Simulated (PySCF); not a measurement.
**Working out the ionisation energy of Sn**

Sn [Kr] 4d10 5s2 5p2 (3P) → Sn⁺ [Kr] 4d10 5s2 5p1 (2P). All numbers are calculated (PySCF 2.14, scalar relativity through the core potential, in aug-cc-pVTZ-PP with ECP28MDF (6s5p4d2f, 55 functions)). Frozen: 4s2 4p6 4d10. Energies in hartree (1 hartree = 27.21139 eV):

```csv
part,Sn (lower),Sn⁺ (upper)
UHF,-213.340271,-213.088509
CCSD correlation,-0.056563,-0.044159
(T),-0.001661,-0.000676
```

What does Hartree-Fock give?

(-213.088509) − (-213.340271) = 0.251762 hartree = 6.851 eV.

What do CCSD and CCSD(T) give?

The CCSD correlation energies differ by 0.012404 hartree = 0.338 eV and the triples by 0.000985 hartree = 0.027 eV, so CCSD gives 7.189 eV and CCSD(T) 7.216 eV.

Measured between the centres of the two terms (NIST): 7.389 eV, so CCSD(T) (valence) is off by -0.173 eV.

What remains against the reference includes basis incompleteness, the frozen core and higher excitations.
